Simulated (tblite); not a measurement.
Species: CH₉BGe₂O₂.
Structure used (GFN2-xTB), in Å, numbered top down from 1:
```
atom  x, y, z in Å
O1    -2.299    0.883   -0.089
B2    -1.702   -0.254    0.311
O3    -1.879   -0.839    1.509
Ge4   -0.347   -1.084   -0.930
C5     1.213    0.128   -1.145
Ge6    1.875    0.725    0.595
H7    -2.909    1.326    0.507
H8    -2.475   -0.434    2.145
H9     0.204   -2.403   -0.459
H10   -0.796   -1.395   -2.340
H11    2.010   -0.371   -1.695
H12    0.908    0.996   -1.729
H13    0.805    1.395    1.405
H14    2.402   -0.398    1.429
H15    2.984    1.733    0.464
```

Computed with GFN2-xTB (tblite): harmonic, unscaled wavenumbers at the GFN2-xTB geometry, gas phase. Errors from tens to a few hundred cm⁻¹ against measured bands are possible. Modes of hydrogen on germanium can be 10 to 20 % off. One conformer, not necessarily the lowest. The optimisation stopped once no atom felt more than 0.01 eV/Å.

Lowest wavenumbers of the output (negative numbers stand for imaginary wavenumbers):
```
mode    cm-1
  1     -24.7
  2      25.8
  3      70.6
  4     103.2
  5     128.3
  6     169.9
  7     295.0
  8     358.5
  9     423.6
 10     444.3
```

Is this structure a minimum?

Not by this Hessian. 1 mode is imaginary beyond 20i (25i cm⁻¹), so at this level the point lies at or near a first-order saddle. The curvature is small, so loose convergence or finite differences may be the whole cause.

Which atoms move in the imaginary mode?

25i: O3 (boron-bound oxygen) 54 %, O1 (boron-bound oxygen) 27 %. These are shares of the mass-weighted motion.

What is the remedy?

Step along that mode in both directions, optimise again with tighter thresholds and repeat the frequencies. The zero-point energy of this point (59.5 kcal/mol) counts the 38 real modes alone, and thermal corrections from it aren't those of a minimum.

Time: 0.85 s wall. Hardware: Arm Neoverse N1, one thread, shared host with 64 logical CPUs at a one-minute load of 62. This covers the Hessian and the dipole derivatives.
